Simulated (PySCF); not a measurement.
Computed IR spectrum (relative IR intensity) of a molecule CH₅NO₂Si₂. Geometry optimised at PBE-D3(BJ)/def2-SVP. One conformer was computed; it need not be the lowest. All values below come from PBE-D3(BJ)/def2-SVP run with PySCF. Frequencies are harmonic and unscaled.

Lines under 2 % of the strongest are left out, and lines within 2 cm⁻¹ are merged.

```json
[
 {"ν (cm⁻¹)": "136", "relative intensity": "2.5"},
 {"ν (cm⁻¹)": "197", "relative intensity": "3.6"},
 {"ν (cm⁻¹)": "274", "relative intensity": "5.2"},
 {"ν (cm⁻¹)": "329", "relative intensity": "49"},
 {"ν (cm⁻¹)": "475", "relative intensity": "5.1"},
 {"ν (cm⁻¹)": "493", "relative intensity": "3.5"},
 {"ν (cm⁻¹)": "498", "relative intensity": "3.8"},
 {"ν (cm⁻¹)": "525", "relative intensity": "2.9"},
 {"ν (cm⁻¹)": "646", "relative intensity": "39"},
 {"ν (cm⁻¹)": "734", "relative intensity": "42"},
 {"ν (cm⁻¹)": "777", "relative intensity": "100"},
 {"ν (cm⁻¹)": "824", "relative intensity": "48"},
 {"ν (cm⁻¹)": "863", "relative intensity": "40"},
 {"ν (cm⁻¹)": "886", "relative intensity": "4.4"},
 {"ν (cm⁻¹)": "890", "relative intensity": "18"},
 {"ν (cm⁻¹)": "907", "relative intensity": "20"},
 {"ν (cm⁻¹)": "1162", "relative intensity": "67"},
 {"ν (cm⁻¹)": "2161", "relative intensity": "13"},
 {"ν (cm⁻¹)": "2177", "relative intensity": "19"},
 {"ν (cm⁻¹)": "2188", "relative intensity": "20"},
 {"ν (cm⁻¹)": "2246", "relative intensity": "37"},
 {"ν (cm⁻¹)": "2304", "relative intensity": "81"},
 {"ν (cm⁻¹)": "3754", "relative intensity": "36"}
]
```

Pick the molecule that these values belong to.
A) O[SiH2][Si@H]1N=CO1
B) O=C=N[SiH2]O[SiH3]
C) N#CO[Si@H](O)[SiH3]
D) O=C=N[Si@H](O)[SiH3]

C, N#CO[Si@H](O)[SiH3]
